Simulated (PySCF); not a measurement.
Correlation energy of Tc²⁺ (technetium, charge +2)

[Kr] 4d4 5s1, high-spin 6D determinant (an excited configuration). Computed with PySCF 2.14 in dyall-av2z (22s15p11d2f, 136 functions), with no relativity, point nucleus. Frozen: [Kr]; 5 electrons correlated; the 51 highest virtual orbitals of each spin left out.

MP2 pair energies summed by pair of shells (mhartree):

```tsv
pair	energy	share (%)
4d-4d	-28.13	66.1
4d-5s	-14.45	33.9
```

Total MP2 correlation energy: -42.57 mhartree.

Same-spin part -42.57 and opposite-spin part 0.00 mhartree; SCS-MP2 scales them by 1/3 and 6/5 to -14.19 mhartree.
